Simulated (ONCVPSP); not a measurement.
**Configuration tests for Mo (ONCV)**

| Property | Result |
| --- | --- |
| Element | Mo (Z = 42) |
| Generator | ONCVPSP 4.0.1 |
| Type | optimised norm-conserving Vanderbilt (ONCV) |
| Functional | PBE |
| Relativity | fully relativistic |
| Frozen core | [Ar] 3d10 |
| Valence charge | 14 |
| Reference configuration | 4s2 4p6 4d5 5s0.5 5p0.5 |
| Partial waves | 4s+5s: rc 2.00 bohr, ncon 3, nbas 6, qcut 7.8 1/bohr, 2 projectors; 4p+5p: rc 2.40 bohr, ncon 4, nbas 8, qcut 6.2 1/bohr, 3 projectors, debl 0.4 Ha; 4d: rc 2.60 bohr, ncon 4, nbas 8, qcut 7.3 1/bohr, 2 projectors, debl 2.6 Ha |
| Local potential | polynomial inside 1.85 bohr (lpopt 3, dvloc0 3 Ha) |
| Core correction | none |

Open shells are filled in proportion to 2j + 1.

Energies are relative to the spin-unpolarised reference configuration 4s2 4p6 4d5 5s0.5 5p0.5; without spin polarisation the order of configurations can differ from experiment.

```tsv
valence configuration	charge	ΔE all-electron (eV)	error AE − PS (meV)
4s2 4p6 4d5 5s0 5p0	+1	5.348	+0.2
4s2 4p6 4d4 5s0 5p0	+2	20.809	+1.7
4s2 4p6 4d6 5s0 5p0	0	-0.781	+1.2
```

Task: What are ΔE and the potential's error for 4s2 4p6 4d5 5s1 5p0?

Result: ΔE = -1.543 eV all-electron; the error (AE − PS) is 0.0 meV.
